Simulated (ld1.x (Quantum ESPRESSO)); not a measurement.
# Before and after: TM potential for S

S (Z = 16), norm-conserving Troullier–Martins (Kleinman–Bylander form), made with ld1.x (Quantum ESPRESSO) 7.5 (BLYP, fully relativistic). Core [Ne], reference 3s2 3p4. Waves: 3s (bound): rc 1.30 bohr; 3d channel at 0.5 Ry: rc 1.20 bohr; 3p (bound): rc 1.55 bohr. Local part: the p channel. Core correction: a·sin(br)/r model core, default radius (core density twice the valence density).

Open shells are filled in proportion to 2j + 1 (rel_dist='average').

All-electron outer shells of the reference configuration (BLYP, scalar-relativistic, ld1.x):

```json
{"shell": "2s", "level (eV)": "-211.57", "outermost node (bohr)": "0.13", "outermost maximum (bohr)": "0.39"}
{"shell": "2p", "level (eV)": "-156.57", "outermost node (bohr)": "–", "outermost maximum (bohr)": "0.33"}
{"shell": "3s", "level (eV)": "-17.11", "outermost node (bohr)": "0.60", "outermost maximum (bohr)": "1.40"}
{"shell": "3p", "level (eV)": "-6.87", "outermost node (bohr)": "0.58", "outermost maximum (bohr)": "1.59"}
```

Change: wave 3s (bound): rc 1.30 bohr becomes 3s (bound): rc 1.72 bohr.

Cutoffs: the cutoffs (Ry, on a coarse ladder) from which the occupation-weighted sum of valence levels, in a spherical-Bessel basis at the reference potential, stays within 10 and 1 mRy of its value at 400 Ry; they do not see the model core or the augmentation charge, which bear on the density cutoff. Errors are all-electron minus pseudo energies relative to the spin-unpolarised reference configuration.

Question: What does the change do?

Answer: The potential gets softer (40 Ry and 60 Ry → 30 Ry and 50 Ry); of the 7 tests that both files solve, the error grows in 6 and shrinks in 0 by more than 15 % and 0.3 meV (median size 3.4 → 22.1 meV); neither file shows a bound ghost. A larger radius leaves more room for a smooth pseudo-wave, so fewer plane waves are needed. More of the atom is replaced by a form fitted at one configuration, so other configurations suffer.

```csv
quantity,base,changed
"cutoff, loose",40 Ry,30 Ry
"cutoff, tight",60 Ry,50 Ry
loose cutoff by channel (10 mRy a level),"s 21 Ry, p 10 Ry","s 18 Ry, p 10 Ry"
bound ghosts,none,none
"largest miss of a reference level, eV",0.06,0.06
"error for 3s2 3p3, meV [ΔE 11.62 eV]",+3.4,+4.1
"error for 3s2 3p2, meV [ΔE 33.76 eV]",+23,+28
"error for 3s2 3p1, meV [ΔE 67.68 eV]",+78,+97
"error for 3s0 3p6, meV [ΔE 20.76 eV]",-1.8,-22
"error for 3s2 3p0, meV [ΔE 114.45 eV]",+196,+249
"error for 3s2 3p3.5, meV [ΔE 4.59 eV]",+0.6,+0.8
"error for 3s1 3p5, meV [ΔE 10.32 eV]",-0.5,-5.4
```
